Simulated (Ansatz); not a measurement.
`CS[Si](Cl)(Cl)Cl` + HBr → `Cl[Si](Cl)(Cl)Br` + CH₃SH at 500 K and 1 bar (ligand exchange at the Si–S bond).

Program: Ansatz. Geometries: PBE0-D4/def2-TZVP. ΔE: electronic, gas phase. CBS: MP2 limit from def2 TZ/QZ plus the TZ coupled-cluster correction, frozen cores. This one scheme is used for every species. For Br outer-core shells are correlated without core-valence functions, which leaves a few kJ/mol of doubt a bond. Scalar relativity is left out up to krypton. Each species was taken in one conformer, which may not be the lowest.

```tsv
species	CCSD(T)/CBS energy (Eh)	H − E (kJ/mol)	S (J/(mol·K))
`CS[Si](Cl)(Cl)Cl`	-2106.23785	172.3	471.3
HBr	-2573.91920	30.5	213.7
`Cl[Si](Cl)(Cl)Br`	-4241.93609	57.8	405.4
CH₃SH	-438.22835	145.1	283.7
```

H − E and S are ideal-gas, rigid-rotor, harmonic terms from PBE0-D4/def2-TZVP, for one conformer and one mirror image of each species. 1 Eh = 2625.50 kJ/mol, R = 8.31446 J/(mol·K).

Problem. By hand: ΔE, ΔH, ΔS and ΔG.

Solution. ΔE = (-4241.93609) + (-438.22835) − (-2106.23785) − (-2573.91920) = -0.00739 Eh = -19.4 kJ/mol. Δ(H − E) = 57.8 + 145.1 − 172.3 − 30.5 = 0.1, so ΔH = -19.3 kJ/mol. ΔS = 405.4 + 283.7 − 471.3 − 213.7 = 4.1 J/(mol·K). ΔG = -19.3 − 500 × (4.1)/1000 = -21.4 kJ/mol.

Problem. By hand: the equilibrium constant, and the temperature at which ΔG would vanish if ΔH and ΔS stayed fixed.

Solution. log₁₀ K = −ΔG/(RT ln 10) = 2.2. ΔH and −TΔS have one sign here, so there is no such temperature. One of them is within its doubt of zero, so this could turn.

The number of gas molecules stays the same, so ΔS is small and ΔH decides. A doubt of 5 kJ/mol in ΔE shifts log₁₀ K by 0.5 here. Other conformers and mirror images would add mixing entropy, several J/(mol·K) or more a flexible species. These are equilibria of isolated gas molecules and say nothing of rates. Largest T1 diagnostic: 0.010 (customary marks: 0.02 for closed shells, 0.045 for open ones).
